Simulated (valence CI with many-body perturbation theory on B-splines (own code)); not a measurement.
# Ce43+ in brief

Level of theory: configuration interaction combined with many-body perturbation theory (CI+MBPT): five valence electrons over a frozen Dirac-Fock core [Ne], a basis of 9 s, 9 p, 8 d, 6 f, 3 g, 1 h functions for each j, with the one-electron correlation potential Σ1, the two-electron term Σ2, the three-electron term Σ3, Breit, model QED; selected CI, second order for the rest, scaled by the run's own slope (own B-spline code, finite nucleus).

The last digits are not significant, and no measured levels were compared; by estimate large intervals hold to a few tenths of a per cent, small ones and those within an open d or f shell to about a per cent. Among the levels kept, up to 1300 cm⁻¹ of a level comes from second order outside the variational space, and about a tenth of that is noise between levels of different J, which matters for small intervals.

Levels are named by their leading jj configuration (3d3/2^4 stands for four electrons in 3d with j = 3/2), which in mixed levels can hold well under half, so a name can repeat and another be missing.

Rates and lifetimes use the calculated energies. Strong lines usually hold to 10 to 20 %, long lifetimes can be off by a factor of two.

(1) What is the ground level?

(2) Where does the other parity begin?

(3) Name the longest-lived excited levels whose lifetime is computed, and their main decay.

(4) What is the ionisation energy?

(5) What are the static dipole polarisabilities of the lowest levels?

Answers

(1) (3s^2 3p1/2^2 3p3/2) J=3/2, composition 45 % 3s²3p³ ²P° + 28 % 3s²3p³ ⁴S° + 26 % 3s²3p³ ²D°, g = 1.380.

(2) At (3s^2 3p1/2^2 3d3/2) J=3/2, 1347.5 × 10³ cm⁻¹.

(3) (3s^2 3p1/2 3p3/2 3d5/2) J=9/2 at 2448.4 × 10³ cm⁻¹ lives 6.71 μs, mostly by M1 to (3s^2 3p1/2 3p3/2 3d3/2) J=7/2; (3s^2 3p1/2 3p3/2^2) J=5/2 at 894.86 × 10³ cm⁻¹ lives 489 ns, mostly by M1 to (3s^2 3p1/2^2 3p3/2) J=3/2; (3s^2 3p1/2 3p3/2 3d3/2) J=7/2 at 2233.8 × 10³ cm⁻¹ lives 185 ns, mostly by E1 to (3s^2 3p1/2 3p3/2^2) J=5/2.

(4) 3368 eV; NIST lists 3366 ± 4 eV (theoretical).

(5) (3s^2 3p1/2^2 3p3/2) J=3/2 0.00912 (tensor 0.00073) bohr³, of which the core gives 0.000136.
